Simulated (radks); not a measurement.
The numbers below are computed, except where a source is named.
All-electron atom: the hafnium ion Hf3+ in [Xe] 4f14 5d0.5 6s0.5 (fractional occupations, a model configuration). Code: a radial shooting solver on a logarithmic mesh with Libxc functionals. Model: Dirac Kohn-Sham, Wu-Cohen GGA, spin-unpolarised, spherical densities, point nucleus; open shells fill j = l - 1/2 first.

Normalised radial functions P(r) = r R(r) (large component), r in bohr:

```
   r/bohr * 5p1/2, o 6s1/2 (the largest magnitude, 1.03, reaches the edge; | marks zero, & curves that meet)
0.0009461                             *o
 0.001282                             *o
 0.001738                             *o
 0.002355                             *o
 0.003192                             |&
 0.004326                             |*o
 0.005862                             |*o
 0.007945                             | &
  0.01077                             | &
  0.01459                             |o  *
  0.01978                             |o   *
   0.0268                            o|     *
  0.03633                           o |      *
  0.04923                          o  |     *
  0.06672                           o | *
  0.09115                          *  o
   0.1235                    *        |  o
   0.1674                     *       |   o
   0.2269                             *o
   0.3075                        o    |          *
   0.4168                       o     |            *
   0.5648                             *o
   0.7655           *                 |        o
    1.037  *                          |       o
    1.406      *                    o |
    1.906               o*            |
    2.583          o              *   |
      3.5               o            *|
    4.744                       o     *
    6.429                            o*
    8.713                             &
```

5p1/2: eigenvalue -69.717 eV, 3 radial nodes at r = 0.0765, 0.227, 0.569 bohr, <r> = 1.25 bohr, 90 % of the charge inside 1.82 bohr. 6s1/2: eigenvalue -26.406 eV, 5 radial nodes at r = 0.0227, 0.0904, 0.234, 0.540, 1.34 bohr, <r> = 2.75 bohr, 90 % of the charge inside 3.93 bohr.
